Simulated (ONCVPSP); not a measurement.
palladium (Pd): variants of one ONCV potential

Base potential:

ONCVPSP 4.0.1 input, shortened (lines: element, Z, core and valence counts, functional; n l f; lmax; l rc ep ncon nbas qcut; lloc lpopt rc5 dvloc0; l nproj debl; icmod fcfact rcfact), PBE, scalar-relativistic:

```
  Pd 46.00    6    3        4      upf
    1    0    2.00
    2    0    2.00
    2    1    6.00
    3    0    2.00
    3    1    6.00
    3    2   10.00
    4    0    2.00
    4    1    6.00
    4    2    8.00
    2
    0    0.95    0.00    3    6    6.00
    1    1.40    0.00    4    8   12.30
    2    1.95    0.00    3    7    6.70
    4    5    0.70   -1.00
    0    3    1.10
    1    3    2.80
    2    3    1.90
    3    2.00    1.05
```

In the s channel the program set the typed energies aside and used -4.060, 0.250, 1.350 Ha.

All-electron outer shells of the reference configuration (PBE, scalar-relativistic, ld1.x):

```
shell  level (eV)  outermost node (bohr)  outermost maximum (bohr)
   4s     -110.48                   0.45                      0.85
   4p      -76.10                   0.46                      0.91
   4d      -27.33                   0.45                      1.07
```

Cutoffs, loose and tight: the cutoffs (Ha) at which the residual kinetic energy of the hardest occupied pseudo-wave falls to 1 and 0.1 mHa per electron. They do not see the model core or the augmentation charge, which bear on the density cutoff. Test errors are all-electron minus pseudo excitation energies from the reference, over the configurations 4s2 4p6 4d10; 4s2 4p6 4d9; 4s2 4p6 4d7; 4s2 4p6 4d8 5s1. A dash means not determined; rows that change the core or the reference have their own tests.

A true bound ghost makes a file unfit for plane-wave use even where its test errors are small: the radial tests pick states by their node count and pass the ghost by.

| change | outcome | cutoff, loose | cutoff, tight | bound ghosts | GHOST(+) flags above zero | largest test error (meV) |
| --- | --- | --- | --- | --- | --- | --- |
| base | generated, projector energies reset by the program | – | – | none | s, p | +31 |
| all radii but the core radius scaled by about 0.86 (s 0.82, p 1.20, d 1.66 bohr); local potential polynomial inside 0.60 bohr (lpopt 5, dvloc0 -1 Ha) | generated, projector energies reset by the program | 123 Ha | 194 Ha | s | s, p | +13 |
| all radii but the core radius scaled by about 0.95 (s 0.90, p 1.34, d 1.86 bohr); local potential polynomial inside 0.66 bohr (lpopt 5, dvloc0 -1 Ha) | generated, projector energies reset by the program | – | – | s | s, p | +23 |
| all radii but the core radius scaled by about 1.07 (s 1.02, p 1.50, d 2.10 bohr); local potential polynomial inside 0.76 bohr (lpopt 5, dvloc0 -1 Ha) | generated, projector energies reset by the program | – | – | none | s, p | +47 |
| all radii but the core radius scaled by about 1.14 (s 1.08, p 1.60, d 2.24 bohr); local potential polynomial inside 0.80 bohr (lpopt 5, dvloc0 -1 Ha) | generated, projector energies reset by the program | – | – | none | s | +67 |
| all radii but the core radius scaled by about 1.26 (s 1.20, p 1.76, d 2.46 bohr); local potential polynomial inside 0.88 bohr (lpopt 5, dvloc0 -1 Ha) | generated, projector energies reset by the program | – | – | s | s | +104 |
| all radii but the core radius scaled by about 1.33 (s 1.26, p 1.86, d 2.58 bohr); local potential polynomial inside 0.92 bohr (lpopt 5, dvloc0 -1 Ha) | failed: ERROR pspot: first pseudo wave function has node, program will stop | – | – | – | – | – |

Task: What comes out with this change to the base: all radii but the core radius scaled by about 0.79 (s 0.74, p 1.10, d 1.54 bohr); local potential polynomial inside 0.56 bohr (lpopt 5, dvloc0 -1 Ha)?

Result: outcome: generated, projector energies reset by the program; bound ghosts: s, p; GHOST(+) flags above zero: s, d; largest test error (meV): +8.9.

Reading the sweep of the scale of all radii but the core radius (base = 1) (base included, trends over the rows without a ghost): Bound ghosts are found at 0.79, 0.86, 0.95, 1.26. The generation fails at 1.33.
